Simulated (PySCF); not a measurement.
## Removal energies of Ar⁸⁺ from EOM-IP-GCCSD

Reference: closed-shell Ar⁸⁺, [Ne]; one electron is removed. Calculated with PySCF 2.14, two-component X2C-1e with screened spin-orbit coupling, an uncontracted even-tempered set (19 s from 0.19 bohr⁻², ratio 2.6; 12 p from 0.25 bohr⁻², ratio 2.6; 7 d from 0.26 bohr⁻², ratio 2.8; 3 f from 13 bohr⁻², ratio 2.8); frozen 1s2; the 46 highest virtual spinors dropped; of the others 44 kept and the rest restored at second order. No Breit or QED terms. Binding energies in eV.

```json
{"level": "2s1/2", "Koopmans": "500.59"}
{"level": "2p1/2", "Koopmans": "426.51"}
{"level": "2p3/2", "Koopmans": "424.11"}
```

Task: How does correlation move these levels?

Result: 2s1/2: second order 497.09, EOM-CCSD 497.27; 2p1/2: second order 424.28, EOM-CCSD 424.58; 2p3/2: second order 421.93, EOM-CCSD 422.22.

For comparison, the ionisation energy of Ar⁸⁺ is 422.6 ± 0.06 eV (semi-empirical (NIST evaluation); NIST Atomic Spectra Database, ionization energies).

The screened spin-orbit operator tends to give fine-structure splittings of light species too large.
